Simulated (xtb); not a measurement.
Harmonic IR lines of one isomer of C₄H₃N, unscaled. These are xtb with GFN2-xTB values and carry that method's errors.

```csv
wavenumber (cm⁻¹),relative intensity
454,7.4
717,8.8
896,4.3
2204,100
2256,21
3417,3.4
```

Name which structure gives these lines.
A. `C#CC#CN`
B. `N#CC1C=C1`
C. `C#CN=C=C`
D. `CC#CC#N`

C, `C#CN=C=C`
